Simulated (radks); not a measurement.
Results of a calculation; reference values are marked as such.
Species: Tm4+. Configuration: [Kr] 4d10 4f11 5s1 5p6 6s1 (not the ground configuration). Code: a radial shooting solver on a logarithmic mesh with Libxc functionals. Model: Dirac Kohn-Sham, PBE, spin-unpolarised, spherical densities, finite nucleus; open shells fill j = l - 1/2 first; Fermi nuclear charge, rms radius 5.2256 fm.

Spin-orbit splittings of the eigenvalues, e(l+1/2) - e(l-1/2), with zeta = 2 splitting/(2l+1) and mean radii in bohr:

| shell | occ. | splitting (eV) | zeta (eV) | <r> j=l-1/2 | <r> j=l+1/2 |
|---|---|---|---|---|---|
| 2p | 6 | 980.1 | 653.4 | 0.07008 | 0.07747 |
| 3p | 6 | 206.9 | 137.9 | 0.2103 | 0.2241 |
| 3d | 10 | 45.21 | 18.08 | 0.1973 | 0.2016 |
| 4p | 6 | 46.97 | 31.31 | 0.5050 | 0.5364 |
| 4d | 10 | 8.605 | 3.442 | 0.5613 | 0.5723 |
| 4f | 11 | 1.365 | 0.3901 | 0.6975 | 0.7068 |
| 5p | 6 | 7.180 | 4.787 | 1.280 | 1.362 |
| 5d | 0 | 0.8242 | 0.3297 | 1.761 | 1.793 |
| 6p | 0 | 1.467 | 0.9779 | 2.948 | 3.086 |
